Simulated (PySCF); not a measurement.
S$_{2}$ (SMILES S=S), triplet, at a GFN2-xTB geometry; CCSD(T)/def2-SVP (PySCF).

PySCF was given this input:
```python
from pyscf import gto, scf, cc

mol = gto.M(
    atom='''
S    -0.000000   -0.000000   -0.950021
S     0.000000    0.000000    0.950021
''',
    basis='def2-svp',
    charge=0,
    spin=2,
    verbose=4,
)

mf = scf.UHF(mol)
mf.kernel()

mycc = cc.CCSD(mf, frozen=10)
mycc.kernel()
et = mycc.ccsd_t()
print('E(CCSD(T)) = %.10f' % (mycc.e_tot + et))
```

Problem. What does PySCF print? Leave out banner, timings and long lists.

Solution. 
```
PySCF version 2.14.0

[INPUT] verbose = 4
[INPUT] num. atoms = 2
[INPUT] num. electrons = 32
[INPUT] charge = 0
[INPUT] spin (= nelec alpha-beta = 2S) = 2
[INPUT] symmetry False subgroup None
[INPUT] Mole.unit = angstrom
[INPUT] Symbol           X                Y                Z      unit          X                Y                Z       unit  Magmom
[INPUT]  1 S      0.000000000000   0.000000000000  -0.950021000000 AA    0.000000000000   0.000000000000  -1.795279502585 Bohr   0.0
[INPUT]  2 S      0.000000000000   0.000000000000   0.950021000000 AA    0.000000000000   0.000000000000   1.795279502585 Bohr   0.0

nuclear repulsion = 71.2980902503839
number of shells = 16
number of NR pGTOs = 72
number of NR cGTOs = 36
basis = def2-svp
ecp = {}

******** <class 'pyscf.scf.uhf.UHF'> ********
method = UHF
initial guess = minao
damping factor = 0
level_shift factor = 0
DIIS = <class 'pyscf.scf.diis.CDIIS'>
diis_start_cycle = 1
diis_space = 8
diis_damp = 0
SCF conv_tol = 1e-09
SCF conv_tol_grad = None
SCF max_cycles = 50
direct_scf = True
direct_scf_tol = 1e-13
number electrons alpha = 17  beta = 15
Set gradient conv threshold to 3.16228e-05
init E= -794.817284560665

cycle= 1 E= -794.780953961266  delta_E= 0.0363  |g|= 0.149  |ddm|= 1.35
cycle= 2 E= -794.798362799656  delta_E= -0.0174  |g|= 0.0532  |ddm|= 0.199
cycle= 3 E= -794.800584065343  delta_E= -0.00222  |g|= 0.0198  |ddm|= 0.0683
cycle= 4 E= -794.801079452942  delta_E= -0.000495  |g|= 0.0033  |ddm|= 0.0418
cycle= 5 E= -794.801096040595  delta_E= -1.66e-05  |g|= 0.000906  |ddm|= 0.00929
cycle= 6 E= -794.801097493797  delta_E= -1.45e-06  |g|= 0.000186  |ddm|= 0.00274
cycle= 7 E= -794.801097550949  delta_E= -5.72e-08  |g|= 3.3e-05  |ddm|= 0.000634
cycle= 8 E= -794.80109755244  delta_E= -1.49e-09  |g|= 4.5e-06  |ddm|= 9.9e-05
cycle= 9 E= -794.801097552465  delta_E= -2.5e-11  |g|= 7.49e-07  |ddm|= 1.2e-05
Extra cycle  E= -794.801097552467  delta_E= -1.48e-12  |g|= 2.85e-07  |ddm|= 1.76e-06
converged SCF energy = -794.801097552467  <S^2> = 2.0261873  2S+1 = 3.0174077

******** <class 'pyscf.cc.uccsd.UCCSD'> ********
CC2 = 0
CCSD nocc = (np.int64(7), np.int64(5)), nmo = (26, 26)
frozen orbitals 10
max_cycle = 50
direct = 0
conv_tol = 1e-07
conv_tol_normt = 1e-06
diis_space = 6
diis_start_cycle = 0
diis_start_energy_diff = 1e+09
Init t2, MP2 energy = -0.234651201886057
Init E_corr(UCCSD) = -0.234651201886122
cycle = 1  E_corr(UCCSD) = -0.248179758183257  dE = -0.0135285563  norm(t1,t2) = 0.0658834
cycle = 2  E_corr(UCCSD) = -0.254990524013243  dE = -0.00681076583  norm(t1,t2) = 0.0191339
cycle = 3  E_corr(UCCSD) = -0.256516734128052  dE = -0.00152621011  norm(t1,t2) = 0.00761096
cycle = 4  E_corr(UCCSD) = -0.257044252168576  dE = -0.000527518041  norm(t1,t2) = 0.00207986
cycle = 5  E_corr(UCCSD) = -0.256972440691328  dE = 7.18114772e-05  norm(t1,t2) = 0.000607734
cycle = 6  E_corr(UCCSD) = -0.256972839587366  dE = -3.98896038e-07  norm(t1,t2) = 0.000122704
cycle = 7  E_corr(UCCSD) = -0.256975220256124  dE = -2.38066876e-06  norm(t1,t2) = 3.33165e-05
cycle = 8  E_corr(UCCSD) = -0.256975053788259  dE = 1.66467865e-07  norm(t1,t2) = 9.02411e-06
cycle = 9  E_corr(UCCSD) = -0.256975067340244  dE = -1.3551985e-08  norm(t1,t2) = 2.93701e-06
cycle = 10  E_corr(UCCSD) = -0.256975031989601  dE = 3.53506429e-08  norm(t1,t2) = 6.80149e-07
UCCSD converged
E(UCCSD) = -795.0580725844565  E_corr = -0.2569750319896012
UCCSD(T) correction = -0.00994805821426466
E(CCSD(T)) = -795.0680206427
```
